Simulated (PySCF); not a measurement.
Compound: C3H12B2N2.
Geometry (PBE0-D3(BJ)/def2-SVP, Å), atoms numbered from 1 in this order:
```xyz
19
C3H12B2N2 angstrom
C     -1.8894    1.0843    0.6599
C     -1.5246    0.0779   -0.1475
C     -2.5509   -0.8941   -0.6604
B     -0.0280   -0.1693   -0.6417
N      0.6041   -1.5345   -0.0788
B      1.8059   -0.6464    0.4839
N      1.0889    0.7152    0.0605
H     -1.1752    1.8239    1.0409
H     -2.9300    1.2375    0.9699
H     -3.5637   -0.6841   -0.2831
H     -2.5812   -0.8770   -1.7631
H     -2.2986   -1.9332   -0.3838
H      0.1039   -0.1357   -1.8572
H      0.0537   -1.9972    0.6408
H      0.8596   -2.2224   -0.7806
H      2.8276   -0.8278   -0.1529
H      1.9290   -0.7477    1.6918
H      0.7557    1.2748    0.8424
H      1.6166    1.3180   -0.5632
```

Computed with PySCF at PBE0/pcSseg-1 and CAM-B3LYP/def2-SVPD, non-relativistic, on one gas-phase PBE0-D3(BJ)/def2-SVP geometry that isn't relaxed in the solvent. The solvent is an IEF-PCM continuum (cavity from Bondi-type radii × 1.2). Only the electrostatic response of the medium enters.

Gas phase at PBE0/pcSseg-1: HOMO -6.92 eV, LUMO 0.44 eV, dipole 0.44 D.

Task: What does the continuum do to the energy, the frontier levels and the dipole at PBE0/pcSseg-1 in chloroform and acetonitrile?

Result: 
```tsv
solvent	ε	E(solvent) − E(gas) (kJ/mol)	polarisation term (kJ/mol)	distortion of the solute (kJ/mol)	HOMO (eV)	LUMO (eV)	dipole (D)
chloroform	4.711	-23.22	-25.42	2.20	-6.91	0.50	0.56
acetonitrile	35.69	-32.25	-36.62	4.37	-6.93	0.50	0.62
```

The first energy column is the sum of the next two and covers electrostatics alone. From chloroform to acetonitrile the lowering changes by a factor 1.39, Onsager's factor (ε − 1)/(2ε + 1) by 1.35 and ε itself by 7.6.

Task: Which Hirshfeld charges (PBE0/pcSseg-1) respond most in acetonitrile (means over atoms taken as equivalent)?

Result: 
```json
{"atoms": "H17", "environment": "B–H hydrogen", "gas (e)": "-0.094", "solvent (e)": "-0.107", "change": "-0.013"}
{"atoms": "H16", "environment": "B–H hydrogen", "gas (e)": "-0.091", "solvent (e)": "-0.104", "change": "-0.013"}
{"atoms": "C1", "environment": "terminal =CH2 carbon", "gas (e)": "-0.129", "solvent (e)": "-0.141", "change": "-0.012"}
{"atoms": "H13", "environment": "B–H hydrogen", "gas (e)": "-0.088", "solvent (e)": "-0.099", "change": "-0.011"}
{"atoms": "H14/H18", "environment": "N–H hydrogen", "gas (e)": "+0.138", "solvent (e)": "+0.149", "change": "+0.011"}
{"atoms": "H15/H19", "environment": "N–H hydrogen", "gas (e)": "+0.147", "solvent (e)": "+0.158", "change": "+0.011"}
{"atoms": "H8", "environment": "vinylic hydrogen", "gas (e)": "+0.027", "solvent (e)": "+0.033", "change": "+0.006"}
{"atoms": "B6", "environment": "four-coordinate boron", "gas (e)": "+0.031", "solvent (e)": "+0.027", "change": "-0.004"}
{"atoms": "N5/N7", "environment": "nitrogen bonded to 2 B and 2 H", "gas (e)": "-0.133", "solvent (e)": "-0.130", "change": "+0.003"}
{"atoms": "C3", "environment": "allylic carbon", "gas (e)": "-0.118", "solvent (e)": "-0.121", "change": "-0.003"}
{"atoms": "C2", "environment": "fully substituted alkene carbon", "gas (e)": "-0.064", "solvent (e)": "-0.067", "change": "-0.003"}
{"atoms": "H9", "environment": "vinylic hydrogen", "gas (e)": "+0.033", "solvent (e)": "+0.031", "change": "-0.002"}
```

Task: Which Mayer bond orders change most in acetonitrile?

Result: 
```json
{"bond": "N5–B6", "length (Å)": "1.597", "gas": "0.732", "solvent": "0.760", "change": "+0.028"}
{"bond": "B6–N7", "length (Å)": "1.596", "gas": "0.737", "solvent": "0.763", "change": "+0.026"}
{"bond": "B4–N5", "length (Å)": "1.606", "gas": "0.684", "solvent": "0.703", "change": "+0.019"}
{"bond": "N7–B4", "length (Å)": "1.588", "gas": "0.708", "solvent": "0.723", "change": "+0.015"}
{"bond": "B6–H16", "length (Å)": "1.218", "gas": "1.004", "solvent": "0.993", "change": "-0.011"}
{"bond": "N5–H15", "length (Å)": "1.015", "gas": "0.940", "solvent": "0.929", "change": "-0.011"}
{"bond": "N7–H19", "length (Å)": "1.015", "gas": "0.942", "solvent": "0.931", "change": "-0.011"}
{"bond": "N5–H14", "length (Å)": "1.017", "gas": "0.932", "solvent": "0.922", "change": "-0.010"}
```

Gas phase at CAM-B3LYP/def2-SVPD: HOMO -8.27 eV, LUMO 0.77 eV, dipole 0.47 D.

Task: What does the continuum do to the energy, the frontier levels and the dipole at CAM-B3LYP/def2-SVPD in acetonitrile?

Result: 
```
     solvent      ε  E(solvent) − E(gas) (kJ/mol)  polarisation term (kJ/mol)  distortion of the solute (kJ/mol)  HOMO (eV)  LUMO (eV)  dipole (D)
acetonitrile  35.69                        -32.51                      -37.46                               4.95      -8.24       1.06        0.64
```

Task: How does the static polarisability (CAM-B3LYP/def2-SVPD, frozen core, with the continuum's full static response) change?

Result: 
```
      medium  isotropic (au)  principal values (au)  ⟨r²⟩ of the electrons (bohr²)
         gas            83.5       70.5, 86.7, 93.4                          898.9
acetonitrile           113.3     99.0, 112.6, 128.4                          899.9
```

The isotropic value in acetonitrile is 1.36 times the gas-phase one; no cavity-field correction is applied. ⟨r²⟩ is taken about the centre of nuclear charge.
